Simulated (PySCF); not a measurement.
Geometry:
```csv
atom,x (Å),y (Å),z (Å)
C1,-3.693,0.835,0.924
C2,-2.577,0.325,0.025
C3,-1.180,0.675,0.532
Si4,0.212,0.015,-0.522
N5,0.128,-1.708,-0.605
O6,1.597,0.642,0.178
C7,2.888,0.474,-0.345
C8,3.584,-0.736,0.247
H9,-3.657,1.932,1.021
H10,-3.609,0.414,1.939
H11,-4.687,0.566,0.533
H12,-2.711,0.734,-0.993
H13,-2.657,-0.770,-0.089
H14,-1.053,1.768,0.617
H15,-1.033,0.284,1.557
H16,0.168,0.460,-1.951
H17,0.503,-2.218,-1.395
H18,0.098,-2.284,0.228
H19,3.466,1.387,-0.122
H20,2.861,0.387,-1.451
H21,3.626,-0.653,1.343
H22,3.035,-1.657,-0.003
H23,4.613,-0.827,-0.135
```

Geometry: PBE0-D3(BJ)/def2-SVP; GIAO absolute shieldings from PySCF, gas phase, non-relativistic, averaged over equivalent atoms.

At PBE0/pcSseg-1 (218 basis functions, 36 s wall time on 1 thread of an Intel Xeon 6975P-C, shared host):
| atoms | σ (ppm) |
| --- | --- |
| C7 | 122.1 |
| C8 | 163.0 |
| C1 | 164.4 |
| C2 | 165.1 |
| C3 | 166.9 |
| Si4 | 363.5 |
| N5 | 231.0 |
| O6 | 254.5 |
| H16 | 26.71 |
| H19 | 27.42 |
| H20 | 27.55 |
| H13 | 29.97 |
| H21/H22/H23 | 30.00 |
| H12 | 30.14 |
| H9/H10/H11 | 30.27 |
| H17/H18 | 30.60 |
| H14 | 30.73 |
| H15 | 30.81 |

Task: What do these become at mPW1PW91/pcSseg-1?

Result: 
```tsv
atoms	σ at mPW1PW91/pcSseg-1	change
C7	121.3	-0.8
C8	162.1	-0.9
C1	163.4	-1.0
C2	164.2	-0.9
C3	166.2	-0.7
Si4	363.0	-0.5
N5	230.4	-0.6
O6	255.2	+0.7
H16	26.80	+0.09
H19	27.49	+0.07
H20	27.62	+0.07
H13	30.02	+0.05
H21/H22/H23	30.05	+0.05
H12	30.20	+0.06
H9/H10/H11	30.32	+0.05
H17/H18	30.67	+0.07
H14	30.79	+0.06
H15	30.87	+0.06
```

The largest change is at C1 (methyl carbon). Cost: 218 basis functions, 27 s wall time on 1 thread of an Intel Xeon 6975P-C, shared host. The order of the carbon signals is the same at both levels.
